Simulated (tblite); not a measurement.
Compound: CH6B3N3S.
Bonds: S1–C2 (double), C2–B3, B3–N4, N4–B5, B5–N6, N6–B7, B7–N8, B3–N8. Hydrogens: H9 on C2; H10 on N4; H11 on B5; H12 on N6; H13 on B7; H14 on N8.

Computed with GFN2-xTB (tblite), gas phase: L-BFGS steps from a force-field or distance-geometry start until the largest atomic force falls under 0.01 eV/Å.

Step 94: E = -573.3747 eV
```
atom  x, y, z in Å  |  force x, y, z in eV/Å
S1     -2.3224   -2.7188   -0.6059    0.035   0.075   0.011
C2     -2.1332   -1.1656   -0.1480    0.031  -0.077  -0.026
B3     -0.7633   -0.4077   -0.0563    0.007   0.008   0.009
N4      0.4486   -1.0081   -0.4688   -0.025   0.012   0.014
B5      1.6978   -0.3429   -0.3903   -0.009   0.008  -0.014
N6      1.6822    0.9779    0.1271    0.034  -0.010  -0.011
B7      0.5083    1.6377    0.5625    0.013  -0.009   0.007
N8     -0.7076    0.9132    0.4554   -0.015   0.022   0.024
H9     -3.0472   -0.6348    0.1176   -0.041  -0.005   0.007
H10     0.4082   -1.9512   -0.8284   -0.011  -0.002   0.001
H11     2.6934   -0.8553   -0.7383   -0.005  -0.005   0.003
H12     2.5583    1.4742    0.1903   -0.015  -0.013   0.001
H13     0.5373    2.7277    0.9947   -0.012   0.005  -0.004
H14    -1.5611    1.3533    0.7664    0.013  -0.009  -0.023
```

Step 95: E = -573.3751 eV
```
atom  x, y, z in Å  |  force x, y, z in eV/Å
S1     -2.3211   -2.7124   -0.6240    0.029   0.047   0.005
C2     -2.1312   -1.1670   -0.1435   -0.024  -0.035  -0.008
B3     -0.7626   -0.4068   -0.0577   -0.005   0.015   0.015
N4      0.4483   -1.0077   -0.4709   -0.024   0.010   0.021
B5      1.6981   -0.3441   -0.3885   -0.004   0.011  -0.022
N6      1.6822    0.9770    0.1285    0.019  -0.013  -0.006
B7      0.5072    1.6400    0.5574    0.025  -0.014   0.026
N8     -0.7083    0.9147    0.4520   -0.008   0.031   0.009
H9     -3.0450   -0.6430    0.1435    0.008  -0.030  -0.009
H10     0.4049   -1.9511   -0.8295    0.001   0.000  -0.002
H11     2.6940   -0.8577   -0.7349   -0.008  -0.002   0.009
H12     2.5588    1.4713    0.1987   -0.008  -0.010  -0.008
H13     0.5371    2.7309    0.9886   -0.015  -0.005  -0.013
H14    -1.5631    1.3555    0.7582    0.013  -0.007  -0.016
```

**Question.** Estimate the geometry and energy of step 96. (The exact step hangs on the optimiser's Hessian estimate; all steps are aligned on step 95, rigid shifts and turns removed.)

**Answer.** E = -573.3753 eV, largest force 0.035 eV/Å
```
atom  x, y, z in Å  |  force x, y, z in eV/Å
S1     -2.3190   -2.7101   -0.6285    0.025  -0.001  -0.010
C2     -2.1301   -1.1679   -0.1414   -0.017   0.000  -0.001
B3     -0.7629   -0.4057   -0.0575   -0.005   0.012   0.012
N4      0.4473   -1.0074   -0.4709   -0.011   0.007   0.018
B5      1.6975   -0.3443   -0.3891   -0.005   0.008  -0.022
N6      1.6827    0.9760    0.1293    0.003  -0.008   0.003
B7      0.5076    1.6402    0.5563    0.015  -0.011   0.030
N8     -0.7090    0.9168    0.4498   -0.001   0.020   0.003
H9     -3.0434   -0.6472    0.1509   -0.008  -0.018  -0.003
H10     0.4035   -1.9512   -0.8287    0.001   0.006   0.000
H11     2.6929   -0.8573   -0.7367   -0.002  -0.007   0.008
H12     2.5592    1.4693    0.2038    0.001  -0.009  -0.015
H13     0.5381    2.7309    0.9877   -0.013  -0.001  -0.013
H14    -1.5650    1.3574    0.7528    0.018   0.001  -0.010
```

The energy changes by -0.0002 eV. The first-order estimate −F·Δx gives -0.0003 eV and the mean of the old and new forces, exact on a quadratic surface, -0.0002 eV. The step makes an angle of 78° with the force vector and moves no atom by more than 0.009 Å.

What follows is the cost of the whole relaxation. Hardware: one thread, Arm Neoverse V2 (aarch64), shared host. Cost: 0.62 s of wall time.
